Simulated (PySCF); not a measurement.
Gas-phase reaction: W2O6 + 4 NH + 3 O2 = 2 WO2(OH)2 + 4 NO

Energies from PySCF (xtb for GFN2), thermal terms from the rigid-rotor harmonic-oscillator model, ideal gas at 1 bar. † marks an energy on the PBE0/def2-TZVP geometry and frequencies; other levels use their own. CCSD(T) freezes the core. Open shells (unrestricted): NH (multiplicity 3), O2 (multiplicity 3), NO (multiplicity 2, electronic degeneracy 4); the rest are closed-shell singlets. GFN2 has no spin-polarisation term. Spin-orbit splitting is ignored; it lowers the true energy and changes the entropy of NO. W: scalar-relativistic def2 core potential, no spin-orbit coupling. No R ln 2 is added for the mirror-image form of WO2(OH)2. W2O6: computed as isolated molecules; such fragments, hydroxides, amides, oligomers or adducts are transient or little studied in the gas. CCSD(T) isn't extrapolated to the basis-set limit. The harmonic model lacks anharmonicity and excited electronic states, which grow with temperature; levels with a mode under 35 cm⁻¹ are left out. Soft modes under 120 cm⁻¹ make the harmonic entropy rough for W2O6. Warning, large T1 diagnostic: W2O6, WO2(OH)2 (CCSD(T)/def2-SVP†). Warning, point group unlike the PBE0 one: WO2(OH)2 (GFN2-xTB).

```json
[
 {"level": "BLYP/def2-TZVP†", "ΔE electronic, kJ": "-1700", "ΔH°(298 K), kJ": "-1654", "ΔS°(298 K), J/K": "-217", "ΔG°(1000 K), kJ": "-1435"},
 {"level": "CCSD(T)/def2-SVP†", "ΔE electronic, kJ": "-1649", "ΔH°(298 K), kJ": "-1603", "ΔS°(298 K), J/K": "-217", "ΔG°(1000 K), kJ": "-1385"},
 {"level": "GFN2-xTB", "ΔE electronic, kJ": "-2633", "ΔH°(298 K), kJ": "-2600", "ΔS°(298 K), J/K": "-216", "ΔG°(1000 K), kJ": "-2385"},
 {"level": "HF/def2-TZVP†", "ΔE electronic, kJ": "-1104", "ΔH°(298 K), kJ": "-1058", "ΔS°(298 K), J/K": "-217", "ΔG°(1000 K), kJ": "-839"},
 {"level": "PBE/def2-TZVP†", "ΔE electronic, kJ": "-1718", "ΔH°(298 K), kJ": "-1672", "ΔS°(298 K), J/K": "-217", "ΔG°(1000 K), kJ": "-1454"},
 {"level": "PBE0/def2-QZVP†", "ΔE electronic, kJ": "-1654", "ΔH°(298 K), kJ": "-1608", "ΔS°(298 K), J/K": "-217", "ΔG°(1000 K), kJ": "-1390"},
 {"level": "PBE0/def2-SVP†", "ΔE electronic, kJ": "-1673", "ΔH°(298 K), kJ": "-1627", "ΔS°(298 K), J/K": "-217", "ΔG°(1000 K), kJ": "-1409"},
 {"level": "r2SCAN/def2-TZVP†", "ΔE electronic, kJ": "-1601", "ΔH°(298 K), kJ": "-1555", "ΔS°(298 K), J/K": "-217", "ΔG°(1000 K), kJ": "-1336"},
 {"level": "LDA/def2-TZVP†", "ΔE electronic, kJ": "-1954", "ΔH°(298 K), kJ": "-1908", "ΔS°(298 K), J/K": "-217", "ΔG°(1000 K), kJ": "-1689"}
]
```
ΔH° is lowest at GFN2-xTB and highest at HF/def2-TZVP†. No reference value is set beside these.
